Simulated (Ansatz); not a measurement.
Computed with Ansatz on PBE0-D4/def2-TZVP structures; ΔE is electronic, products minus reactants. CBS: MP2 limit from def2 TZ/QZ plus the TZ coupled-cluster correction, frozen cores. DFT in def2-TZVPP. B3LYP here is the variant with VWN-RPA as its local correlation; programs differ in this. For As, Ga outer-core shells are correlated without core-valence functions, which leaves a few kJ/mol of doubt a bond. Scalar relativity is left out up to krypton.

`[GaH2][AsH2]` + `[SiH3]B1B[SiH2]1` → `[GaH2][B]1B[SiH2]1` + `[SiH3][AsH2]`  (redistribution)

```json
{"level": "B3LYP-D4", "ΔE (kJ/mol)": "17.4"}
{"level": "r2SCANh", "ΔE (kJ/mol)": "15.6"}
```

Q: What does CCSD(T)/CBS give? (An estimate is asked.)

A: Computed: +12.7 kJ/mol. The listed levels differ from it by 4.7, 2.9 kJ/mol.

Largest T1 diagnostic among the species: 0.015.

At CCSD(T), def2-SVP lies +6.0 kJ/mol from the extrapolated value and def2-TZVPP +0.5 kJ/mol. In def2-TZVPP, CCSD(T) changes the Hartree–Fock value by −4.6 kJ/mol (the triples alone add −0.3 kJ/mol) and MP2 by −4.9 kJ/mol. Leaving LDA and LC-ωPBE aside and taking each functional with its dispersion term where it has one, the values, not all of them listed here, spread over 3.3 kJ/mol, from B97M-V to B3LYP-D4.
